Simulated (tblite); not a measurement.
2,4-difluoroanisole, C₇H₆F₂O.
Numbering: `[CH3:1][O:2][c:3]1[cH:4][cH:5][c:6]([F:7])[cH:8][c:9]1[F:10]` (hydrogens: H11, H12, H13 on C1; H14 on C4; H15 on C5; H16 on C8)

Computed with GFN2-xTB (tblite), gas phase: nudged elastic band of 9 images (0 to 8), spring 0.2 eV/Å², climbing image at the end, force threshold 0.05 eV/Å. The top image wasn't refined or checked by frequencies; at this threshold it can lie a kcal/mol or more above the true saddle point of the method.

Path: rotation about C3–O2 (aromatic carbon bearing oxygen, aryl ether oxygen), followed by the dihedral C4–C3–O2–C1, from 0° to 180°. Start geometry (image 0):
```
atom  x, y, z in Å
C1      2.705   -0.147   -0.085
O2      1.577   -0.974   -0.236
C3      0.347   -0.426   -0.098
C4      0.079    0.911    0.178
C5     -1.224    1.367    0.299
C6     -2.270    0.481    0.145
F7     -3.538    0.922    0.264
C8     -2.050   -0.859   -0.130
C9     -0.748   -1.290   -0.249
F10    -0.516   -2.588   -0.517
H11     2.748    0.295    0.916
H12     3.565   -0.800   -0.227
H13     2.725    0.647   -0.838
H14     0.887    1.613    0.301
H15    -1.426    2.405    0.513
H16    -2.869   -1.548   -0.249
```

The first guess turns that dihedral rigidly in even steps and adds one set of random displacements (0.04 Å standard deviation a coordinate) to every inner image. Energies of the images above image 0 (eV) in the early part of the optimisation:

```json
{"iteration": "0", "1": "1.096", "2": "1.160", "3": "1.223", "4": "1.265", "5": "1.272", "6": "1.391", "7": "1.630", "8": "0.006"}
{"iteration": "10", "1": "0.080", "2": "0.161", "3": "0.229", "4": "0.247", "5": "0.213", "6": "0.259", "7": "0.318", "8": "0.006"}
{"iteration": "20", "1": "0.051", "2": "0.132", "3": "0.196", "4": "0.207", "5": "0.167", "6": "0.183", "7": "0.193", "8": "0.006"}
{"iteration": "30", "1": "0.047", "2": "0.128", "3": "0.189", "4": "0.194", "5": "0.150", "6": "0.140", "7": "0.118", "8": "0.006"}
{"iteration": "40", "1": "0.046", "2": "0.126", "3": "0.185", "4": "0.189", "5": "0.145", "6": "0.119", "7": "0.078", "8": "0.006"}
```

Problem. Where does the band end, and how far was the first guess from it?

Solution. Final energies, images 1 to 8: 0.045, 0.125, 0.182, 0.187, 0.142, 0.097, 0.039, 0.006 eV. The highest point drops from 1.63 eV (image 7) to 0.187 eV (image 4), by 1.44 eV. Image 4 moved by 0.07 Å rms, its dihedral from 88° to 95°. The end images are fixed. The true force on the top image ends at 0.029 eV/Å, and the largest on any image at 0.07 eV/Å; away from the top, the method drives only the force across the path to zero. The last saved iteration is 60.

The cost below is that of the whole band run. On one thread, Arm Neoverse V1 (aarch64), shared host with 32 logical CPUs at a one-minute load of 11, this took 3.6 s of wall time and 0.18 GiB of memory at its peak.
